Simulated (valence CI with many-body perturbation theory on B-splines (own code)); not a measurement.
E1 line list for Ba⁵⁺

Computed by valence CI with perturbative core correlation (CI+MBPT): five valence electrons over a frozen Dirac-Fock core [Kr] 4d10, radial functions for each j: 11 s, 11 p, 10 d, 8 f, 5 g, 2 h, with the one-electron correlation potential Σ1, the two-electron term Σ2, the three-electron term Σ3, Breit, model QED; selected CI, second order for the rest, scaled by the run's own slope (own B-spline code, finite nucleus).

Against 45 measured levels this calculation errs by 340 cm⁻¹ on average and by 785 at most. These come from a selection out of Sansonetti and Curry, J. Phys. Chem. Ref. Data 39, 043103 (2010). Levels without a partner in it may be off by more, other configurations by several thousand cm⁻¹. Among the levels kept, up to 2800 cm⁻¹ of a level comes from second order outside the variational space, and about a tenth of that is noise between levels of different J, which matters for small intervals. 1 measured level below the end of the list, from 200938 cm⁻¹ on, found no clear computed partner.

Lines 1 to 50 of 584 in falling wavelength, among levels below 40.957 eV, chosen from the strongest by gf and those to the six lowest levels. Wavelengths and rates use the calculated energies, so an error of 300 cm⁻¹ moves a line at 419.7 nm by 1.3 % and its rate by three times that or more. Electric multipoles are in the length gauge, E1 and E2 with the static RPA response of the core. Weak lines are less certain than strong ones. Lines between different terms over intervals too small for the method are left out, as are lines whose strength nearly cancels. Where a level lies close to another of its J and parity, the split of strength between their lines is uncertain. The highest levels of a list are the least certain.

Names give the largest LS component (configuration and term), which can be under half, so a name can repeat, a term be missing and a line seem to break the LS rules; names also repeat where a configuration has a term twice. Letters in brackets count levels of one name in rising energy.

```
λ vac (nm)                   Upper                   Lower   A (s⁻¹)  log gf  Branch %
     419.7  4f 5s2 5p2 4G°_7/2 [a]           5s 5p4 4P_5/2  6.03e+05   -1.89      99.1
     360.5   5s2 5p2 5d 2P_3/2 [a]      4f 5s2 5p2 4G°_5/2  6.49e+06   -1.30       0.5
     344.0   5s2 5p2 5d 2F_7/2 [a]  4f 5s2 5p2 2G°_9/2 [a]  1.30e+07   -0.73      16.7
     342.5       5s2 5p2 5d 4F_7/2      4f 5s2 5p2 4G°_9/2  1.51e+07   -0.67      13.6
     335.2       5s2 5p2 5d 4F_9/2     4f 5s2 5p2 4G°_11/2  1.62e+07   -0.56      86.1
     332.8       5s2 5p2 5d 2G_9/2     4f 5s2 5p2 2H°_11/2  1.65e+07   -0.56      76.5
     330.9       5s2 5p2 5d 4D_5/2      4f 5s2 5p2 4F°_7/2  4.99e+06   -1.31       0.1
     330.1   5s2 5p2 5d 2F_5/2 [a]  4f 5s2 5p2 4G°_7/2 [b]  1.27e+07   -0.90       3.3
     326.5       5s 5p3 5d 6D°_3/2        4f 5s 5p3 6F_5/2  1.22e+07   -1.11       5.0
     326.4       5s 5p3 5d 6D°_3/2        4f 5s 5p3 6F_3/2  9.59e+06   -1.21       3.9
     322.8   5s2 5p2 5d 2D_5/2 [b]  4f 5s2 5p2 2F°_7/2 [c]  1.40e+07   -0.88       0.5
     322.6       5s 5p3 5d 6D°_5/2        4f 5s 5p3 6F_7/2  1.58e+07   -0.83       7.6
     322.5       5s 5p3 5d 6D°_5/2        4f 5s 5p3 6F_5/2  8.27e+06   -1.11       4.0
     322.0      5s2 5p2 6p 2S°_1/2       5s2 5p2 6s 2P_3/2  1.51e+07   -1.33       0.5
     320.1       5s 5p3 5d 6D°_7/2        4f 5s 5p3 6F_9/2  1.95e+07   -0.62      15.7
     317.6       5s 5p3 5d 6D°_7/2        4f 5s 5p3 6F_7/2  6.48e+06   -1.11       5.2
     317.0       5s2 5p2 5d 4F_3/2      4f 5s2 5p2 4G°_5/2  8.40e+06   -1.30       0.5
     316.2       5s2 5p2 5d 4F_5/2  4f 5s2 5p2 4G°_7/2 [a]  1.64e+07   -0.83       1.2
     314.7   5s2 5p2 5d 2G_7/2 [b]      4f 5s2 5p2 4F°_9/2  1.35e+07   -0.79       1.3
     312.4       5s 5p3 5d 6D°_9/2       4f 5s 5p3 6F_11/2  2.50e+07   -0.44      34.5
     305.9       5s 5p3 5d 6D°_9/2        4f 5s 5p3 6F_9/2  3.98e+06   -1.25       5.5
     297.4       5s 5p3 5d 4F°_5/2    4f 5s 5p3 4G_7/2 [a]  1.70e+07   -0.87       1.9
     295.2   5s2 5p2 5d 2G_7/2 [a]  4f 5s2 5p2 2G°_9/2 [b]  1.43e+07   -0.82       0.9
     294.8       5s 5p3 5d 4F°_3/2    4f 5s 5p3 4G_5/2 [a]  1.69e+07   -1.06       2.0
     294.5   5s 5p3 5d 4F°_9/2 [a]       4f 5s 5p3 4H_11/2  1.27e+07   -0.78       4.5
     293.5       5s 5p3 5d 4F°_7/2    4f 5s 5p3 4G_9/2 [a]  1.61e+07   -0.78       1.8
     289.4  5s2 5p2 6p 4D°_3/2 [b]       5s2 5p2 6s 2P_3/2  1.10e+07   -1.26       0.3
     285.3       5s 5p3 5d 4G°_5/2        4f 5s 5p3 4H_7/2  1.61e+07   -0.93       2.2
     284.9   5s 5p3 5d 4F°_9/2 [b]   4f 5s 5p3 4G_11/2 [a]  1.36e+07   -0.78       3.5
     284.3       5s 5p3 5d 4D°_3/2    4f 5s 5p3 4F_5/2 [a]  2.22e+07   -0.97       3.3
     282.6       5s 5p3 5d 4D°_5/2    4f 5s 5p3 4F_7/2 [a]  2.39e+07   -0.77       2.6
     280.0      4f 5s2 5p2 4D°_7/2           5s 5p4 4P_5/2  2.46e+06   -1.64      99.7
     278.3  4f2 5s2 5p 4G°_7/2 [a]        4f 5s 5p3 4H_9/2  8.71e+06   -1.09       1.3
     277.7       5s 5p3 5d 4G°_9/2   4f 5s 5p3 4G_11/2 [a]  8.87e+06   -0.99       1.5
     274.1       5s 5p3 5d 4D°_7/2    4f 5s 5p3 4F_9/2 [a]  2.35e+07   -0.67       5.3
     273.8      5s2 5p2 6p 2S°_1/2       5s2 5p2 6s 2P_1/2  6.57e+07   -0.83       2.0
     270.8   5s2 5p2 5d 2D_3/2 [a]  4f 5s2 5p2 2F°_5/2 [b]  1.11e+07   -1.31       0.1
     269.9      4f2 5s2 5p 4H°_7/2        4f 5s 5p3 4H_9/2  8.90e+06   -1.11       1.4
     269.0     4f2 5s2 5p 4H°_13/2       4f 5s 5p3 4H_11/2  3.33e+06   -1.30      56.7
     262.7  5s2 5p2 6p 4D°_3/2 [b]       5s2 5p2 6s 4P_5/2  1.63e+07   -1.17       0.5
     262.7       5s2 5p2 5d 4D_5/2      4f 5s2 5p2 4D°_7/2  1.33e+07   -1.08       0.3
     262.0      4f 5s2 5p2 4D°_5/2           5s 5p4 4P_5/2  1.30e+06   -2.09      71.0
     261.9       5s 5p3 5d 4D°_1/2    4f 5s 5p3 4F_3/2 [a]  2.48e+07   -1.29       2.9
     260.4      5s2 5p2 6p 4D°_5/2       5s2 5p2 6s 2P_3/2  5.90e+07   -0.44       1.8
     259.7      4f2 5s2 5p 4G°_5/2        4f 5s 5p3 4H_7/2  1.28e+07   -1.11       2.5
     258.6  4f2 5s2 5p 4G°_7/2 [b]        4f 5s 5p3 4H_9/2  9.92e+06   -1.10       1.8
     251.5       5s 5p3 5d 4G°_9/2       4f 5s 5p3 4H_11/2  1.10e+07   -0.98       1.9
     249.8  5s2 5p2 6p 4D°_3/2 [b]       5s2 5p2 6s 2P_1/2  9.62e+07   -0.44       2.9
     247.3      5s2 5p2 6p 4P°_5/2       5s2 5p2 6s 2P_3/2  3.56e+07   -0.71       1.0
     245.7      5s2 5p2 6p 2S°_1/2       5s2 5p2 6s 4P_3/2  1.60e+08   -0.54       4.9
```
